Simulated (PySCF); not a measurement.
This script is equivalent to a calculation on Cl³⁺ (chlorine, charge +3).

```python
from pyscf import gto, scf, dft, mp, cc
import basis_set_exchange as bse
mol = gto.M(atom="Cl 0 0 0", charge=3, spin=2, symmetry="D2h",
            basis=gto.basis.parse(bse.get_basis("Sapporo-DZP-2012", elements=["Cl"], fmt="nwchem", header=False)),
            nucmod="G")
mf = dft.UKS(mol, xc="B3LYP").sfx2c1e()
mf.irrep_nelec = {'Ag': (3, 3), 'B1u': (2, 1), 'B2u': (2, 1), 'B3u': (1, 1)}
mf.kernel()
```

Q: What total energy does it give?

A: -458.558 hartree (calculated).

Q: Which occupied shell lies highest, and where?

A: 3p α, at -47.845 eV.

Q: What is ⟨S²⟩, and what would a pure spin state give?

A: 2.003, against 2.00.
